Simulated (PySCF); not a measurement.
Worked example: oscillator strength and radiative lifetime

BrClH₃NSi, SMILES Cl[SiH](N)Br.

Geometry optimised at B3LYP-D3(BJ)/def2-SVP. The structure was generated by enumeration, and PubChem lists no compound with its InChIKey, so it may never have been made. One conformer was computed; it need not be the lowest.

TDDFT-PBE/def2-SVPD run with PySCF puts the first singlet state with f over 0.02 at 6.43 eV (vertical), with the transition dipole (-0.072, -0.151, -0.358) in atomic units.

**Question.** Find the oscillator strength, the wavelength and the radiative lifetime that this transition would have in vacuum if emission retraced absorption.

**Answer.** 
|μ|² = 0.1561 au, so |μ| = 1.00 D. ΔE = 6.43/27.211 = 0.2363 hartree. f = (2/3) ΔE |μ|² = 0.025 (the program prints 0.025).
λ = 1239.84/6.43 = 193 nm; ν = 51861 cm⁻¹.
Einstein's coefficient A = 0.6670 ν² f s⁻¹ (ν in cm⁻¹) = 4.4e7 s⁻¹, so τ = 1/A = 23 ns. This state is S3; the lower singlets have f = 0.001, 0.007. The figure is the radiative limit of this one transition; relaxation, internal conversion, crossing to triplets and a medium change what is measured.
